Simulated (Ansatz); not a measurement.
The cluster GeO₄. Charge 0, multiplicity 1. Geometry r2SCAN-D4/def2-SVP; atoms count from 1.

```xyz
5

Ge    1.2034    0.9353   -0.1715
O    -0.5733   -0.7943    0.7082
O    -1.0170   -0.4417   -0.4814
O     0.1652    0.4197    1.2423
O     0.2217   -0.1189   -1.2975
```

The structure holds 3 bonds between oxygen atoms, so isomers without such links may lie far lower. The restricted singlet is unstable towards broken spin symmetry in Hartree–Fock (as tested in another run); at PBE0-D4/def2-TZVP this wasn't settled. Another isomer (singlet) lies 0.71 eV lower at PBE0-D4/def2-TZVP; other spin states weren't run for this one.

(1) Estimate the Mulliken populations from the PBE0/def2-TZVP orbitals of Ansatz.

(2) And the Mayer bond orders between heavy atoms (over 0.3)?

Results:

(1) 
```json
{"atom": "Ge1", "charge (e)": "0.61"}
{"atom": "O2", "charge (e)": "0.01"}
{"atom": "O3", "charge (e)": "0.01"}
{"atom": "O4", "charge (e)": "-0.32"}
{"atom": "O5", "charge (e)": "-0.32"}
```
Mulliken values depend strongly on the basis.

(2) Ge1–O4 0.99 (1.83 Å); Ge1–O5 0.99 (1.83 Å); O2–O3 1.05 (1.32 Å); O2–O4 0.81 (1.52 Å); O3–O5 0.81 (1.52 Å).
